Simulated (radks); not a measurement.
All-electron atom: Re in [Xe] 4f14 5d5 6s2. Calculated with a radial shooting solver on a logarithmic mesh with Libxc functionals: scalar-relativistic Kohn-Sham, r2SCAN, spin-polarised, spherical densities, finite nucleus; open shells are filled with parallel spins first (spin-orbit coupling, left out, can overturn this in heavy ions); meta-GGA in the generalised Kohn-Sham scheme; Fermi nuclear charge, rms radius 5.3698 fm.

X-ray form factor f0, the Fourier transform of the density (f0(0) = 75):

sin(theta)/lambda (1/angstrom)  f0 (electrons)
0.05                                    73.811
0.1                                     70.839
0.15                                    67.136
0.2                                     63.349
0.25                                    59.693
0.3                                     56.218
0.4                                     49.863
0.5                                     44.347
0.6                                     39.610
0.8                                     31.954
1                                       26.128
1.25                                    20.978
1.5                                     17.702
2                                       13.995
